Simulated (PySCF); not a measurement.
# Electric field gradients and quadrupole coupling constants

Ga(NH3)H3.
Geometry (PBE0-D3(BJ)/def2-SVP, Å), atoms numbered from 1 in this order:
```
atom  x, y, z in Å
Ga1   -0.004    0.004   -1.127
N2     0.003   -0.004    1.023
H3    -0.946    0.025    1.396
H4     0.506    0.803    1.393
H5     0.454   -0.843    1.387
H6     1.562   -0.024   -1.361
H7    -0.762    1.376   -1.351
H8    -0.813   -1.336   -1.360
```

Field gradients from the PBE0/pcSseg-1 (pcSseg-2 on Ga) density (PySCF, non-relativistic), principal values in atomic units, ordered |Vxx| ≤ |Vyy| ≤ |Vzz|:

| atom | Vxx | Vyy | Vzz |
| --- | --- | --- | --- |
| Ga1 | -1.3109 | -1.3115 | 2.6224 |
| N2 | 0.3334 | 0.3334 | -0.6668 |

Question: Find the asymmetry η = (Vxx − Vyy)/Vzz and the couplings χ = eQV/h (234.96 MHz × Q in barn × V in au), with Q(69Ga) = 0.171 b, Q(14N) = 0.02044 b.

Answer: 
```
atom                    environment  nucleus     η  χzz (MHz)  χxx (MHz)  χyy (MHz)
 Ga1    gallium bonded to N and 3 H     69Ga  0.00      105.4      -52.7      -52.7
  N2  nitrogen bonded to Ga and 3 H      14N  0.00     -3.202      1.601      1.601
```

The gradient is axial or nearly so (η below 0.05) at Ga1 and N2. 

Question: What is Vzz at N2 in SI units (1 au = 9.71736 × 10²¹ V/m²)?

Answer: -0.6668 au = -6.479 × 10²¹ V/m².

Were the hydrogens deuterons (Q(2H) = 0.00286 b), χzz would run from 75 kHz (H6, H7 and H8) to 253 kHz (H4, H5 and H3).

Geometry: PBE0-D3(BJ)/def2-SVP; no solvent, vibrations or thermal averaging. The calculation is non-relativistic, for gallium too. These gradients aren't converged with respect to the basis.

The run behind these numbers computed NMR shieldings as well. On one thread, Arm Neoverse V2 (shared host), this took 5.8 s.
